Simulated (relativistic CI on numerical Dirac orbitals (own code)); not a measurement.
# Pt2+: 4f photoemission

Computed with this model: Dirac-Coulomb-Breit CI, separate exchange-only KLI orbitals for each configuration, a model potential for QED, valence Slater integrals scaled by 0.8, multiplet model of photoemission in the sudden approximation; configurations [Xe] 4f14 5d8 → [Xe] 4f13 5d8; 300 K; Lorentzian 0.25 eV and Gaussian 0.5 eV FWHM. Energies are those of the free ion, without screening or charge transfer. The energies are binding energies and can lie tens of eV above those of solids. S is read from ⟨S²⟩ = S(S + 1).

Field parameters in Wybourne normalisation: D3d B²₀ = −7Dσ, B⁴₀ = −14Dq − 21Dτ, B⁴₃ = −14√(10/7) Dq; D4h B²₀ = −7Ds, B⁴₀ = 21(Dq − Dt), B⁴₄ = 21√(5/14) Dq; Oh B⁴₀ = 21Dq, B⁴₄ = √(5/14) B⁴₀; Td as Oh with Dq negative (B⁴₀ = 21Dq, B⁴₄ = √(5/14) B⁴₀). The field is a parameter set, without covalency.

free ion: ground-state S = 0.97, centroid 101.46 eV. Peaks (eV, height): 99.7 (100), 103.5 (59).

D4h, 10Dq = 18550, Ds = -1220, Dt = 210 cm⁻¹: ground-state S = 0.99, centroid 101.54 eV. Peaks (eV, height): 99.9 (100), 103.4 (61).

Oh, 10Dq = 36950 cm⁻¹: ground-state S = 1.00, centroid 101.59 eV. Peaks (eV, height): 100.0 (100), 103.4 (80).

Td, 10Dq = -8050 cm⁻¹: ground-state S = 0.98, centroid 101.47 eV. Peaks (eV, height): 99.8 (100), 101.9 (8), 103.3 (57).

D3d, 10Dq = 28750, Dσ = 920, Dτ = -460 cm⁻¹: ground-state S = 0.99, centroid 101.57 eV. Peaks (eV, height): 100.0 (100), 103.4 (70).

Strongest unbroadened transitions for Oh, 10Dq = 36950 cm⁻¹:

```
Energy (eV)  Relative strength
      99.84               50.0
      99.87              100.0
      99.93              100.0
      99.98               49.7
     100.11               46.6
     100.13               98.0
     100.20               48.4
     100.41               97.1
     101.31                2.9
     101.35                3.6
     103.28               46.6
     103.29               99.1
     103.36               94.4
     103.39               45.2
     103.55               90.5
     103.66               44.9
     104.24                3.0
     104.29                2.6
```
